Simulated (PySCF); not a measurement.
Simulation results for CH$_{4}$B

Computed with PySCF 2.14.0. Calculation on a computer-drawn molecule: vertical ionisation energy to the stated ion spin, frozen-core CCSD(T) at the basis limit and cheaper methods, single-reference cases, UHF for radicals, no spin-orbit; all values are single points at the evaluated structure, the first of each entry, which is the reference or a displaced copy of it and isn't optimised; the reference structure only sets the zero of the energies above reference; triples share is (T) over the correlation energy.

### CH$_{4}$B

Evaluated structure:
```xyz
6
CH4B
B      0.0054     0.6582     1.7644
C     -1.3978     0.1752     1.3825
H      0.9110    -0.1063     1.9309
H      0.2367     1.8239     1.8795
H     -1.6389    -0.8788     1.2740
H     -2.2353     0.8313     1.2392
```

Reference structure:
```xyz
6
CH4B
B      0.0094     0.6607     1.7598
C     -1.3985     0.1631     1.3925
H      0.9061    -0.1212     1.9252
H      0.2251     1.8357     1.8849
H     -1.6375    -0.8893     1.2698
H     -2.2376     0.8344     1.2340
```

Settings of this run: charge 0, multiplicity 2, ion multiplicity 1, diffuse functions no, basis cc-pVnZ, reference is the Hartree-Fock double-zeta minimum, best is HF at quadruple zeta + MP2 correlation extrapolated from triple and quadruple zeta + CCSD(T) minus MP2 at triple zeta and basis step is the size of the change from the same recipe one zeta lower.

Results for CH$_{4}$B: ionisation energy best 10.49 eV; ionisation energy basis step 0.02125 eV; energy above reference best 0.09187 kcal/mol; energy above reference basis step 0.002592 kcal/mol; total energy HF triple zeta -64.8480 hartree; total energy CCSD(T) triple zeta -65.1378 hartree; total energy best -65.1700 hartree; T1 diagnostic at triple zeta 0.01137; D1 diagnostic at triple zeta 0.04067; spin squared at triple zeta 0.7578; ion T1 diagnostic at triple zeta 0.00627; ion D1 diagnostic at triple zeta 0.01072; triples share at triple zeta 0.02931; basis functions triple zeta 116; dipole magnitude HF at triple zeta 1.002 debye; dipole magnitude CCSD unrelaxed at triple zeta 1.149 debye; dipole magnitude PBE at triple zeta 1.356 debye; dipole magnitude r2SCAN at triple zeta 1.258 debye; dipole magnitude B3LYP at triple zeta 1.273 debye; dipole magnitude wB97X at triple zeta 1.228 debye.

Drawn bonds:
```tsv
atom	other atom	order
1	2	1
1	3	1
1	4	1
2	5	1
2	6	1
```

Triple zeta:
```tsv
method	ionisation energy (eV)	energy above reference (kcal/mol)
HF	9.596	-0.01451
PBE	10.81	0.242
r2SCAN	10.9	0.1094
B3LYP	10.66	0.06458
wB97X	10.49	0.09833
MP2	10.45	0.04843
CCSD	10.36	0.1018
CCSD(T)	10.43	0.1328
```
